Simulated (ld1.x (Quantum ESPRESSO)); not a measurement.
## Building the TM potential for bismuth (LDA (PZ), scalar-relativistic).

- Element: Bi (Z = 83)
- Generator: ld1.x (Quantum ESPRESSO) 7.5
- Type: norm-conserving Troullier–Martins (Kleinman–Bylander form)
- Functional: LDA (PZ)
- Relativity: scalar-relativistic
- Frozen core: [Xe] 4f14 5d10
- Valence charge: 5
- Reference configuration: 6s2 6p3
- Partial waves: 6s (bound): rc 1.80 bohr; 6p (bound): rc 2.60 bohr
- Local potential: the p channel
- Core correction: none

All-electron outer shells of the reference configuration (LDA (PZ), scalar-relativistic, ld1.x):

```tsv
shell	level (eV)	outermost node (bohr)	outermost maximum (bohr)
5p	-95.96	0.48	0.86
5d	-27.18	0.51	1.03
6s	-14.76	0.98	1.86
6p	-4.77	1.14	2.44
```

Question: Does the generator finish with these settings?

Answer: Yes, a potential is produced and its reference levels are reproduced.

Question: Estimate the cutoffs (Ry, on a coarse ladder) from which the occupation-weighted sum of valence levels, in a spherical-Bessel basis at the reference potential, stays within 10 and 1 mRy of its value at 400 Ry.

Answer: 25 Ry and 50 Ry.

Question: Does the potential have ghost states?

Answer: No extra level below or beside the all-electron valence levels (s, p, d, f tested).

Question: Which valence shell sets the plane-wave cutoff?

Answer: 6s: its level needs 35 Ry to come within 1 mRy, against 15 Ry for 6p.

Question: Tests: 6s2 6p2; 6s2 6p1; 6s2 6p0; 6s1 6p0; 6s2 6p3.3; 6s1 6p4; 6s0 6p5. Which has the largest error in its energy relative to the reference configuration, and how large is it?

Answer: 6s1 6p0, with +457 meV (all-electron minus pseudo) on +93.35 eV.
